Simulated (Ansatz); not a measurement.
Basis-set series for `CB1CC1`. Total charge 0; spin multiplicity 1. All single points use the PBE0-D4/def2-TZVP geometry.

```json
{"functional": "PBE0-D4", "basis": "def2-SVP", "functions": "91", "energy (Eh)": "-143.05672", "HOMO (eV)": "-6.88", "LUMO (eV)": "-0.56"}
{"functional": "PBE0-D4", "basis": "def2-TZVPP", "functions": "222", "energy (Eh)": "-143.21099", "HOMO (eV)": "-6.93", "LUMO (eV)": "-0.62"}
{"functional": "ωB97M-V", "basis": "def2-SVP", "functions": "91", "energy (Eh)": "-143.14193", "HOMO (eV)": "-9.16", "LUMO (eV)": "1.51"}
{"functional": "ωB97M-V", "basis": "def2-TZVPP", "functions": "222", "energy (Eh)": "-143.30610", "HOMO (eV)": "-9.22", "LUMO (eV)": "1.40"}
```

(1) Give the rows for def2-QZVPP. (Best estimate.)

## Answers

(1) Computed: 
```csv
functional,basis,functions,energy (Eh),HOMO (eV),LUMO (eV)
PBE0-D4,def2-QZVPP,438,-143.21944,-6.94,-0.65
ωB97M-V,def2-QZVPP,438,-143.31402,-9.23,1.34
```

Positive LUMOs are unbound and depend on the basis.
